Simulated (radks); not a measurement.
Task: Numerical settings for neutral silicon, [Ne] 3s2 3p2. Calculated with a radial shooting solver on a logarithmic mesh with Libxc functionals: scalar-relativistic Kohn-Sham, PBE, spin-polarised, spherical densities, finite nucleus; open shells are filled with parallel spins first; Fermi nuclear charge, rms radius 3.1224 fm. The defaults (mesh step 0.008 in ln r, mesh end at 40 bohr or more with all orbitals vanishing there, Anderson mixing 0.5 over 9 steps, residual threshold near 1e-9 with the energy settled to 1e-9 hartree or 1e-11 of itself, here a cap of 76 iterations) give E = -289.8659 hartree and 3p at -4.621 eV in 19 iterations. Run on one thread of a shared host, so times are rough (Arm Neoverse N1): 0.18 s of CPU time, 0.18 s wall, 19 iterations on 2309 mesh points. One setting is changed at a time: mesh step in ln r 0.012; mesh step in ln r 0.2; mesh step in ln r 0.08; mesh end (bohr) 3; mesh end (bohr) 400; residual threshold 1e-13; residual threshold 1e-16; mixing 1.5; linear mixing, mixing 0.05; linear mixing, mixing 0.2; mixing history 2; iteration cap 3. Which runs fail to converge, and which converge to a wrong energy?

Result: Not converged within the cap: mesh step in ln r 0.2; residual threshold 1e-13; residual threshold 1e-16; linear mixing, mixing 0.05; linear mixing, mixing 0.2; iteration cap 3. Settled on a wrong energy, with an occupied level pushed above zero by the early mesh end: mesh end (bohr) 3 (+1.38 hartree). Apart from these: no run marked as converged misses the energy by more than 1 mhartree.
